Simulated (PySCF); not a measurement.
TiF3, SMILES [F][Ti]([F])[F] (connectivity only; charge and spin as stated), neutral, multiplicity 2. Atoms are numbered in the order given.

```xyz
4

Ti     0.0000     0.0000     0.0000
F     -1.7545     0.0000     0.0000
F      0.8773     1.5195     0.0000
F      0.8773    -1.5195     0.0000
```
Charge 0, spin multiplicity 2.

The structure is a stationary point at PBE0-D3(BJ)/def2-SVP. The spin state was assumed, not searched. The isomer is the one that the SMILES or the coordinates give; other isomers of the formula were not compared.

Level of theory: TDA-PBE0/def2-SVPD (PySCF 2.14.0).

Vertical excitations; the highest root listed may be one member of a degenerate set. Isolated molecule, no solvent.

Computed lowest excited states:
| state | energy (eV) | λ (nm) | f | main pairs |
|---|---|---|---|---|
| root 1 | 0.84 | 1477 | 0.000 | α HOMO→LUMO (degenerate set) |
| root 2 | 0.84 | 1476 | 0.000 | α HOMO→LUMO+1 (degenerate set) |
| root 3 | 2.75 | 451 | 0.002 | α HOMO→LUMO+2 (degenerate set) |
| root 4 | 2.75 | 450 | 0.002 | α HOMO→LUMO+3 (degenerate set) |
| root 5 | 5.44 | 228 | 0.000 | α HOMO→LUMO+4 95 % |
| root 6 | 5.75 | 216 | 0.162 | α HOMO→LUMO+5 98 % |
| root 7 | 7.10 | 175 | 0.011 | α HOMO→LUMO+7 (degenerate set) |
| root 8 | 7.10 | 175 | 0.011 | α HOMO→LUMO+6 (degenerate set) |
| root 9 | 7.30 | 170 | 0.000 | α HOMO−1→LUMO+1, α HOMO−3→LUMO, α HOMO−2→LUMO+1 (degenerate set) |
| root 10 | 7.30 | 170 | 0.000 | α HOMO−1→LUMO, α HOMO−2→LUMO, α HOMO−3→LUMO+1 (degenerate set) |
Unrestricted roots are not spin-pure.
